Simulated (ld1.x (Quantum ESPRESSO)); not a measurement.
What one change does to a pseudopotential (Mo (Z = 42), TM)

molybdenum, norm-conserving Troullier–Martins (Kleinman–Bylander form), made with ld1.x (Quantum ESPRESSO) 7.5 (Wu–Cohen, scalar-relativistic). Core [Ar] 3d10, reference 4s2 4p6 4d4 5s0 5p0 (charge +2). Waves: 4s (bound): rc 1.20 bohr; 4p (bound): rc 2.10 bohr; 4d (bound): rc 2.45 bohr. Local part: all-electron potential smoothed inside 1.60 bohr (lloc = -1). Core correction: none.

All-electron outer shells of the reference configuration (Wu–Cohen, scalar-relativistic, ld1.x):

```tsv
shell	level (eV)	outermost node (bohr)	outermost maximum (bohr)
3d	-239.62	–	0.32
4s	-82.73	0.51	0.99
4p	-56.73	0.52	1.06
4d	-20.81	0.53	1.35
5s	-17.59	1.32	2.59
5p	-12.53	1.49	3.12
```

Change: wave 4s (bound): rc 1.20 bohr becomes 4s (bound): rc 1.02 bohr.

Cutoffs: the cutoffs (Ry, on a coarse ladder) from which the occupation-weighted sum of valence levels, in a spherical-Bessel basis at the reference potential, stays within 10 and 1 mRy of its value at 400 Ry; they do not see the model core or the augmentation charge, which bear on the density cutoff. Errors are all-electron minus pseudo energies relative to the spin-unpolarised reference configuration.

What does the change do?

The potential gets harder (90 Ry and 160 Ry → 100 Ry and 180 Ry); of the 7 tests that both files solve, the error grows in 2 and shrinks in 0 by more than 15 % and 0.3 meV (median size 35.4 → 41.6 meV); neither file shows a bound ghost. A smaller radius makes the pseudo-wave follow the all-electron one further in, where it bends more sharply, so more plane waves are needed.

| quantity | base | changed |
| --- | --- | --- |
| cutoff, loose | 90 Ry | 100 Ry |
| cutoff, tight | 160 Ry | 180 Ry |
| loose cutoff by channel (10 mRy a level) | s 80 Ry, p 21 Ry, d 30 Ry | s 90 Ry, p 21 Ry, d 30 Ry |
| bound ghosts | none | none |
| error for 4s2 4p6 4d5 5s1 5p0, meV [ΔE -22.34 eV] | -35 | -42 |
| error for 4s2 4p6 4d5 5s0 5p0, meV [ΔE -15.45 eV] | +2.1 | +2.1 |
| error for 4s2 4p6 4d3 5s0 5p0, meV [ΔE 26.73 eV] | +14 | +14 |
| error for 4s1 4p6 4d5 5s1 5p0, meV [ΔE 47.86 eV] | -129 | -137 |
| error for 4s2 4p6 4d5 5s0 5p1, meV [ΔE -19.11 eV] | +22 | +21 |
| error for 4s2 4p5 4d5 5s1 5p0, meV [ΔE 21.62 eV] | -152 | -164 |
| error for 4s2 4p6 4d4 5s2 5p0, meV [ΔE -22.18 eV] | -80 | -95 |
| s: phases at 2.63 bohr within 0.05 rad from the reference energy up to (Ry; the scan ends near 5) | 5.0 | 4.7 |
| p: phases at 2.63 bohr within 0.05 rad from the reference energy up to (Ry; the scan ends near 5) | -0.7 | -0.7 |
| d: phases at 2.63 bohr within 0.05 rad from the reference energy up to (Ry; the scan ends near 5) | 1.0 | 1.0 |
